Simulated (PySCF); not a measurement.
## [MnF6]2-: what the settings change

The complex [MnF6]2- (charge -2) contains Mn(IV), shell d3. The structure is a PBE0-D3(BJ)/def2-SVP, IEF-PCM water geometry optimised for multiplicity 4; coordination octahedral, point group Oh, metal–donor distances 1.80 Å.

```
7

Mn    0.000    0.000    0.000
F     1.800    0.000    0.000
F    -1.800    0.000    0.000
F     0.000    1.800    0.000
F     0.000   -1.800    0.000
F     0.000    0.000    1.800
F     0.000    0.000   -1.800
```

Method (PySCF 2.14, density fitting): CASSCF(3,5) with orbitals averaged over all microstates of the shell, strongly contracted NEVPT2 on the averaged canonical orbitals; basis x2c-TZVPall on the metal, x2c-SVPall elsewhere; spin-free X2C; IEF-PCM water; spin-orbit coupling by state interaction with the mean-field operator over all roots.

Base run: NEVPT2 ground state 4A2g, next 2Eg at 19274, then 2T1g at 20290 cm⁻¹, 10Dq(CASSCF) 20678, B(CASSCF) 1068, ζ 348 cm⁻¹, g 1.976 1.976 1.976, μeff(300 K) 3.84 μB.

(1) What happens with the basis x2c-TZVPall on all atoms?

(2) What happens with orbitals averaged over the highest spin alone?

No frequencies were computed for the optimised geometry. Charge-transfer states lie outside this active space and may come lower than some of these levels. NEVPT2 lifts 4T2g from 21344 to 27062 cm⁻¹; on the d shell alone it tends to overshoot states that fill the eg-type orbitals. An active orbital has only 0.74 squared overlap with the free ion's shell, so the metal shell alone is a small active space here. NEVPT2 on the d shell alone tends to put d–d bands too high for such charged or covalently bound ions.

## Answers

(1) NEVPT2 ground state 4A2g, next 2Eg at 19244, then 2T1g at 20259 cm⁻¹, 10Dq(CASSCF) 20530, B(CASSCF) 1070, ζ 349 cm⁻¹, g 1.975 1.975 1.975, μeff(300 K) 3.84 μB. It took 26 s against 11 s on a shared host of the same kind.

(2) NEVPT2 ground state 4A2g, next 2Eg at 19458, then 2T1g at 20496 cm⁻¹, 10Dq(CASSCF) 20791, B(CASSCF) 1091, ζ 357 cm⁻¹, g 1.974 1.974 1.974, μeff(300 K) 3.84 μB.
